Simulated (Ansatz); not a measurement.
Born–Oppenheimer molecular dynamics of CH₇ClSn (10 atoms, charge 0, multiplicity 1). It starts at the highest image of a converged band. Of that band: Neighbouring images differ by up to 2.0 eV, so the band resolves the path poorly. A vibrational analysis at the climbing image gives one clearly imaginary mode, 1503i cm⁻¹: a first-order saddle point.

All numbers below come from RHF/def2-SVP (Ansatz).

```
ensemble                      : NVE (velocity Verlet)
time step                     : 0.5 fs
steps asked                   : 200
starting velocities drawn for : 100 K
seed                          : 8386
```

First frame:

```xyz
10
Properties=species:S:1:pos:R:3
Sn 0.158 0.123 -0.011
C 0.015 0.050 2.362
H -1.069 -0.062 2.380
H 0.509 -0.918 2.449
H 0.284 0.618 3.257
H 1.747 -0.096 -0.534
H -0.822 1.336 -0.653
H -0.677 -1.378 -0.075
Cl 1.420 2.510 1.344
H 0.629 1.127 1.850
```

Problem. What does the run give?

Solution. The run went to its last step.

```yaml
steps_done: 200
time_covered: 100 fs
mean_temperature_over_the_second_half: 1522 K
spread_of_the_potential_energy_over_the_second_half: 16.4 meV per atom
mean_potential_energy_of_the_second_half_above_the_start: -147.1 meV per atom
```

The conserved energy stayed within 0.61 meV per atom of its start (net change 0.15 meV per atom), so the integration is sound. The kinetic energy rose, since the run started high on the potential surface and went downhill. It ends in pieces (CH6Sn + ClH), so much of that is their flight and rotation, not heat. A run of 0.1 ps of so small a system gives no equilibrium averages. The orbitals stay closed-shell, which can raise the energy where a bond breaks towards radicals; this wasn't checked here.

Problem. What happens to the structure?

Solution. Between its relaxed ends the band would form Sn1–Cl9, C2–H10 and break Sn1–C2, Cl9–H10. These pairs go: Sn1–Cl9 3.02 → 4.20 Å, C2–H10 1.34 → 5.96 Å, Sn1–C2 2.38 → 2.30 Å, Cl9–H10 1.67 → 1.45 Å. In the last frame they stand as before the step (other bonds may differ from the relaxed reactants and products). It ends as CH6Sn + ClH. Pairs count as bonded within 1.25 times the sum of covalent radii (0.12 Å more for H–H). Another seed would give other details.

Problem. How do temperature and energy run in time?

Solution. 
| time (fs) | T (K) | potential energy less start (eV) | conserved less start (meV/atom) |
| --- | --- | --- | --- |
| 0 | 100 | 0.000 | 0.00 |
| 5 | 38 | 0.065 | 0.03 |
| 10 | 58 | 0.044 | 0.01 |
| 15 | 48 | 0.054 | 0.02 |
| 20 | 77 | 0.024 | 0.04 |
| 25 | 466 | -0.379 | -0.08 |
| 30 | 736 | -0.663 | -0.51 |
| 35 | 725 | -0.645 | 0.08 |
| 40 | 934 | -0.863 | -0.05 |
| 45 | 1125 | -1.059 | 0.12 |
| 50 | 1368 | -1.307 | 0.40 |
| 55 | 1216 | -1.153 | 0.16 |
| 60 | 1578 | -1.530 | -0.21 |
| 65 | 1390 | -1.333 | 0.04 |
| 70 | 1800 | -1.763 | -0.54 |
| 75 | 1694 | -1.651 | -0.29 |
| 80 | 1632 | -1.587 | -0.22 |
| 85 | 1767 | -1.729 | -0.56 |
| 90 | 1377 | -1.320 | 0.06 |
| 95 | 1560 | -1.510 | -0.08 |
| 100 | 1346 | -1.287 | 0.15 |

The run took 6.9 min on 1 thread of Intel(R) Xeon(R) Platinum 8488C (Sapphire Rapids), with other jobs on the host, peak memory 0.2 GiB.
